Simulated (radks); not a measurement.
The mean radii <r> (bohr) of the occupied orbitals of an atom or ion are listed with their occupations. Method: non-relativistic Kohn-Sham, r2SCAN, spin-polarised, spherical densities, point nucleus; meta-GGA in the generalised Kohn-Sham scheme; computed with a radial shooting solver on a logarithmic mesh with Libxc functionals.

orbital  occ.     <r>
1s up       1  0.1564
1s down     1  0.1566
2s up       1  0.6872

Name the element and its charge. Open shells, if any, are filled with parallel spins first.

Answer. Z = 10, neon, charge +7: Ne7+ in [He] 2s1. The 1s radius gives Z: for a bare nucleus <r> = 1.5/Z, 0.15 bohr for Z = 10, and screening makes it slightly larger (0.1564 here). The occupations add up to 3, and the charge is Z minus that.
